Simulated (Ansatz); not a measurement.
Compare A (`CB(C)S`) with its isomer B (`CCBS`).

Isolated molecules relaxed with PBE0-D4/def2-TZVP in Ansatz; ΔE leaves out vibrations. CBS: MP2 limit from def2 TZ/QZ plus the TZ coupled-cluster correction, frozen cores. This one scheme is used for every species. DFT in def2-TZVPP. B3LYP here is the variant with VWN-RPA as its local correlation; programs differ in this. Each species was taken in one conformer, which may not be the lowest.

A:

```xyz
11

C     0.147    0.417   -1.261
B    -0.066   -0.323    0.103
C     0.027    0.443    1.469
S    -0.450   -2.075    0.194
H     0.967    1.138   -1.200
H    -0.753    1.008   -1.474
H     0.318   -0.235   -2.120
H    -0.283   -0.130    2.344
H     1.066    0.758    1.627
H    -0.559    1.368    1.433
H    -0.413   -2.368   -1.117
```

B:

```xyz
11

C    -0.657    1.337    0.095
C     0.152    0.170   -0.470
B    -0.106   -1.192    0.248
S     1.138   -2.395    0.656
H    -0.370    1.555    1.127
H    -1.726    1.112    0.095
H    -0.506    2.249   -0.487
H    -0.150    0.005   -1.516
H     1.217    0.423   -0.511
H    -1.213   -1.530    0.557
H     2.221   -1.735    0.208
```

**Question.** Which is lower in electronic energy at CCSD(T)/CBS, and by how much? (An estimate is asked.)

**Answer.** Computed: A, by 56.0 kJ/mol.

**Question.** Give E(B) − E(A) in kJ/mol with r2SCAN-D4, CCSD(T)/def2-SVP, B3LYP, B3LYP-D4, BLYP-D4, ωB97M-V, PBE0-D4. (Estimate.)

**Answer.** Ansatz gave: r2SCAN-D4 60.8, CCSD(T)/def2-SVP 49.9, B3LYP 55.0, B3LYP-D4 56.9, BLYP-D4 56.6, ωB97M-V 57.8, PBE0-D4 58.0. None reverses the order clearly.

**Question.** Does the order hold for the free energy at 298.15 K (harmonic terms from PBE0-D4)? (Estimate.)

**Answer.** The calculation gave: Yes: G(B) − G(A) = +59.0 kJ/mol, for one conformer each. Modes under 60 cm⁻¹, often nearly free rotors, make the harmonic entropy too high.

Largest T1 diagnostic: 0.012.

At CCSD(T), def2-SVP lies −6.2 kJ/mol from the extrapolated value and def2-TZVPP −1.2 kJ/mol. In def2-TZVPP, CCSD(T) changes the Hartree–Fock value by +3.7 kJ/mol (the triples alone add +0.4 kJ/mol) and MP2 by +6.1 kJ/mol.
